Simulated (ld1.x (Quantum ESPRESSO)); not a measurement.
Transferability test, TM potential for Cl

- Element: chlorine (Cl)
- Generator: ld1.x (Quantum ESPRESSO) 7.5
- Type: norm-conserving Troullier–Martins (Kleinman–Bylander form)
- Functional: LDA (PZ)
- Relativity: scalar-relativistic
- Frozen core: [Ne]
- Valence charge: 7
- Reference configuration: 3s2 3p5
- Partial waves: 3p (bound): rc 1.15 bohr; 3d channel at 0.25 Ry: rc 1.15 bohr; 3s (bound): rc 0.95 bohr
- Local potential: the s channel
- Core correction: Bessel-smoothed model core inside 0.60 bohr

Energies are relative to the spin-unpolarised reference configuration 3s2 3p5; without spin polarisation the order of configurations can differ from experiment. Spin-polarised rows fill each open shell by Hund’s rule, majority spin first. The frozen-core shift is the all-electron ΔE with the core orbitals held at their reference shape minus the fully relaxed ΔE.

```
   valence configuration  charge  ΔE all-electron (eV)  error AE − PS (meV)  frozen-core shift (meV)
                 3s2 3p3      +2                39.500                  +36                     +9.7
                 3s2 3p2      +3                77.895                 +116                      +37
                 3s2 3p1      +4               130.265                 +274                     +106
                 3s1 3p5      +1                26.566                 +6.0                     +2.0
                 3s1 3p6       0                12.048                 -2.9                     +0.1
3s2 3p5 (spin-polarised)       0                -0.186                 +1.5                     +0.2
3s2 3p4 (spin-polarised)      +1                13.092                  +12                     +2.3
```

(1) What are ΔE and the potential's error for 3s2 3p4?

(2) What are ΔE and the potential's error for 3s2 3p5.3?

Levels in the configuration 3s2 3p5 (spin-polarised):

```
  level  all-electron (eV)  pseudo (eV)
  3s up            -21.079      -21.081
  3p up             -9.048       -9.050
3s down            -20.238      -20.235
3p down             -8.303       -8.299
```

Answers

(1) ΔE = 13.972 eV all-electron; the error (AE − PS) is +5.3 meV.

(2) ΔE = -2.172 eV all-electron; the error (AE − PS) is +0.4 meV.
